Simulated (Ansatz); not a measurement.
Start from `BC[SiH2]S[SiH3]` and change one atom or group to get `BC[SiH2][NH][AlH2]`.

Ansatz, PBE0-D4/def2-TZVP geometries, multiplicity 1. Each molecule was computed in one conformer, which needn't be the lowest.

| property | `BC[SiH2]S[SiH3]` |
| --- | --- |
| HOMO–LUMO gap (ωB97M-V/def2-TZVPP) / eV | 10.34 |
| size of the dipole moment (ωB97M-V/def2-TZVPP) / D | 1.57 |
| size of the dipole moment (B3LYP/def2-TZVPP) / D | 1.55 |
| HOMO energy (ωB97M-V/def2-TZVPP) / eV | -9.59 |
| HOMO energy (PBE/def2-TZVPP) / eV | -6.34 |
| LUMO energy (PBE/def2-TZVPP) / eV | -2.06 |

Question: What does the change do to each property? (An estimate is asked.)

Answer: Ansatz gave: 
| property | `BC[SiH2][NH][AlH2]` | shift |
| --- | --- | --- |
| HOMO–LUMO gap (ωB97M-V/def2-TZVPP) / eV | 10.52 | 0.18 |
| size of the dipole moment (ωB97M-V/def2-TZVPP) / D | 1.70 | 0.13 |
| size of the dipole moment (B3LYP/def2-TZVPP) / D | 1.67 | 0.12 |
| HOMO energy (ωB97M-V/def2-TZVPP) / eV | -10.02 | -0.43 |
| HOMO energy (PBE/def2-TZVPP) / eV | -6.54 | -0.20 |
| LUMO energy (PBE/def2-TZVPP) / eV | -2.28 | -0.22 |

With PBE0 the HOMO falls by 0.29 eV and the LUMO falls by 0.19 eV, so the gap widens by about 0.10 eV. PBE moves the HOMO by -0.20 eV and ωB97M-V by -0.43 eV. Dipoles are sizes alone; their direction can turn.

B3LYP here is the variant with VWN-RPA as its local correlation; programs differ in this.
